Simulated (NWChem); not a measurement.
System: CH4SSi, singlet; SMILES S[Si]C

NWChem printed, in part:

```
             Northwest Computational Chemistry Package (NWChem) 7.3.0
             --------------------------------------------------------

 C1  symmetry detected

                             Geometry "geometry" -> ""
                             -------------------------

 Output coordinates in angstroms (scale by  1.889725989 to convert to a.u.)

  No.       Tag          Charge          X              Y              Z
 ---- ---------------- ---------- -------------- -------------- --------------
    1 Si                  14.0000    -0.78587715    -0.55251604    -0.00314099
    2 C                    6.0000     0.78164978    -1.64332435    -0.00343197
    3 H                    1.0000     0.85719494    -2.10374243     0.99963359
    4 H                    1.0000     1.73715708    -1.14359731    -0.22521156
    5 H                    1.0000     0.64127552    -2.48248886    -0.70595914
    6 S                   16.0000     0.24526765     1.32521634    -0.00232957
    7 H                    1.0000    -0.84752863     2.12153787     0.03337599

 Effective nuclear repulsion energy (a.u.)     131.3693223697

  pbe96 is a nonlocal functional; adding pw91lda local functional.

                                 NWChem DFT Module
                                 -----------------

 Summary of "ao basis" -> "ao basis" (spherical)
 ------------------------------------------------------------------------------
       Tag                 Description            Shells   Functions and Types
 ---------------- ------------------------------  ------  ---------------------
 Si                          6-31g*                  8       18   4s3p1d
 C                           6-31g*                  6       14   3s2p1d
 H                           6-31g*                  2        2   2s
 S                           6-31g*                  8       18   4s3p1d

            General Information
            -------------------
          SCF calculation type: DFT
          Wavefunction type:  closed shell.
          No. of atoms     :     7
          No. of electrons :    40
           Alpha electrons :    20
            Beta electrons :    20
          Charge           :     0
          Spin multiplicity:     1
          Use of symmetry is: off; symmetry adaption is: off
          Maximum number of iterations: 150
          AO basis - number of functions:    58
                     number of shells:    30
          Convergence on energy requested:  1.00D-06
          Convergence on density requested:  1.00D-05
          Convergence on gradient requested:  5.00D-04

              XC Information
              --------------
          PerdewBurkeErnzerhof Exchange Functional  1.000
            Perdew 1991 LDA Correlation Functional  1.000 local
           PerdewBurkeErnz. Correlation Functional  1.000 non-local

             Grid Information
             ----------------
          Grid used for XC integration:  coarse
          Radial quadrature: Mura-Knowles
          Angular quadrature: Lebedev.
          Tag              B.-S. Rad. Rad. Pts. Rad. Cut. Ang. Pts.
          ---              ---------- --------- --------- ---------
          Si                  1.10       70           8.0       302
          C                   0.70       35          10.0       302
          H                   0.35       35          11.0       302
          S                   1.00       70          10.0       302
          Grid pruning is: on
          Number of quadrature shells:   315
          Spatial weights used:  Erf1

      Superposition of Atomic Density Guess
      -------------------------------------

 Sum of atomic energies:        -725.92617278

      Non-variational initial energy
      ------------------------------

 Total energy =    -726.947356
 1-e energy   =   -1263.756132
 2-e energy   =     405.439454
 HOMO         =      -0.222935
 LUMO         =      -0.041534

   convergence    iter        energy       DeltaE   RMS-Dens  Diis-err
 ---------------- ----- ----------------- --------- --------- ---------
 d= 0,ls=0.0,diis     1   -727.7286918585 -8.59D+02  1.79D-02  3.08D-01
 d= 0,ls=0.0,diis     2   -727.7019316103  2.68D-02  1.56D-02  3.37D-01
 d= 0,ls=0.0,diis     3   -727.7497303676 -4.78D-02  6.90D-03  8.41D-02
 d= 0,ls=0.0,diis     4   -727.7656888753 -1.60D-02  2.00D-03  7.43D-03
 d= 0,ls=0.0,diis     5   -727.7670027604 -1.31D-03  4.49D-04  6.95D-04
  Resetting Diis
 d= 0,ls=0.0,diis     6   -727.7671151374 -1.12D-04  1.05D-04  3.58D-05
 d= 0,ls=0.0,diis     7   -727.7671205135 -5.38D-06  7.30D-05  9.51D-07
 d= 0,ls=0.0,diis     8   -727.7671197331  7.80D-07  4.47D-05  4.64D-06
 d= 0,ls=0.0,diis     9   -727.7671207635 -1.03D-06  5.90D-06  2.96D-08
 d= 0,ls=0.0,diis    10   -727.7671207700 -6.55D-09  1.14D-06  3.00D-09

         Total DFT energy =     -727.767120770002
      One electron energy =    -1266.313788562499
           Coulomb energy =      460.275007395136
    Exchange-Corr. energy =      -53.097661972303
 Nuclear repulsion energy =      131.369322369663

 Numeric. integr. density =       40.000034484706

                       DFT Final Molecular Orbital Analysis
                       ------------------------------------

[...]

                         DFT ENERGY GRADIENTS

    atom               coordinates                        gradient
                 x          y          z           x          y          z
   1 Si     -1.485092  -1.044104  -0.005936    0.007276   0.003139   0.000127
   2 C       1.477104  -3.105433  -0.006485   -0.002422   0.001223   0.000063
   3 H       1.619864  -3.975497   1.889034   -0.000611   0.000918  -0.001354
   4 H       3.282751  -2.161086  -0.425588   -0.001556   0.000152   0.000238
   5 H       1.211835  -4.691224  -1.334069   -0.000199   0.001179   0.000945
   6 S       0.463489   2.504296  -0.004402   -0.005613  -0.002896   0.000148
   7 H      -1.601597   4.009125   0.063071    0.003127  -0.003715  -0.000168
```

Level: PBE/6-31G* (spherical d). Low-valent species are run as closed-shell singlets; no triplet was tried in these runs. Coordinates come from a PBE0/def2-SVP optimisation.

Which NWChem input produces such a log?

This is not unique; one that fits is the input that was run:
```
start job
memory heap 200 mb stack 900 mb global 1100 mb
geometry units angstroms noautoz
  Si    -0.734708    -0.537895     0.304655
  C      0.815345    -1.618145     0.026448
  H      1.177751    -1.929374     1.024261
  H      1.654784    -1.156026    -0.515489
  H      0.522650    -2.549651    -0.487432
  S      0.184119     1.319883    -0.237154
  H     -0.888272     2.113582    -0.014385
end
basis spherical
  * library 6-31g*
end
dft
  xc xpbe96 cpbe96
  iterations 150
  grid coarse
end
task dft gradient
```
